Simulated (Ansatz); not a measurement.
Consider the isomerisation: `N[SiH]1C[O][Al]1[OH]` → `[OH][Al]1[NH]CO[SiH2]1`.

Calculated with Ansatz (gas phase, PBE0-D4/def2-TZVP geometries, no zero-point term in ΔE). CCSD(T)/CBS adds triple-zeta CCSD(T) − MP2 to the extrapolated MP2 energy (def2 sets, frozen cores). DFT in def2-TZVPP. Each species was taken in one conformer, which may not be the lowest.

```tsv
level	ΔE (eV)
ωB97X-V	-0.04
ωB97M-V	0.03
MP2/def2-QZVPP	0.04
CCSD/CBS(def2)	-0.02
```

Problem. What does CCSD(T)/CBS give? (Estimate.)

Solution. The calculation gave: +0.01 eV. The listed levels differ from it by -0.05, 0.02, 0.03, -0.03 eV.

Largest T1 diagnostic among the species: 0.014.

The D4 term adds −0.03 eV with B3LYP and −0.02 eV with PBE0; it sums over pairs of atoms, weighted by their polarisabilities, and B3LYP, whose exchange is more repulsive, gets the larger term. In def2-TZVPP, CCSD(T) changes the Hartree–Fock value by +0.21 eV (the triples alone add +0.03 eV) and MP2 by +0.25 eV.

B3LYP here is the variant with VWN-RPA as its local correlation; programs differ in this.
